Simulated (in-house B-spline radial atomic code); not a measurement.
Spin-orbit splittings of orbital energies (j = l + 1/2 less j = l - 1/2) and ratios of mean radii (lower j over upper j) along the 45-electron series, configuration [Kr] 4d9. Computed with a B-spline radial code for spherical atoms: Dirac-Hartree-Fock, average of the configuration, finite nuclei.

| ion | Z | splitting of 3d (eV) | radius ratio of 3d | splitting of 2p (eV) | radius ratio of 2p | splitting of 4p (eV) | radius ratio of 4p |
| --- | --- | --- | --- | --- | --- | --- | --- |
| Pd+ | 46 | 5.6843 | 0.99046 | 160.25 | 0.95969 | 4.6995 | 0.97265 |
| Ag2+ | 47 | 6.3794 | 0.99009 | 176.21 | 0.95785 | 5.3891 | 0.97234 |
| Cd3+ | 48 | ? | ? | ? | ? | ? | ? |
| In4+ | 49 | ? | ? | ? | ? | ? | ? |
| Sn5+ | 50 | 8.8632 | 0.98892 | 231.66 | 0.95208 | 8.0556 | 0.97125 |
| Sb6+ | 51 | 9.8367 | 0.98851 | 252.9 | 0.95007 | 9.1555 | 0.97077 |
| Te7+ | 52 | 10.89 | 0.98809 | 275.63 | 0.948 | 10.37 | 0.97022 |

(1) Fill in the row of Cd3+.

(2) Fill in the row of In4+.

(3) With what power of Z does the column «splitting of 3d (eV)» change over this range?

Results:

(1) splitting of 3d (eV): 7.1385; radius ratio of 3d: 0.98972; splitting of 2p (eV): 193.39; radius ratio of 2p: 0.95597; splitting of 4p (eV): 6.1768; radius ratio of 4p: 0.97203.

(2) splitting of 3d (eV): 7.9651; radius ratio of 3d: 0.98933; splitting of 2p (eV): 211.85; radius ratio of 2p: 0.95405; splitting of 4p (eV): 7.0644; radius ratio of 4p: 0.97167.

(3) A fit of the logarithm of its size against log Z from Z = 46 to 52 has slope 5.30. An unscreened hydrogenic electron would give 4 at low Z; screening makes the apparent power larger near the neutral end, and relativity raises it again at high Z.
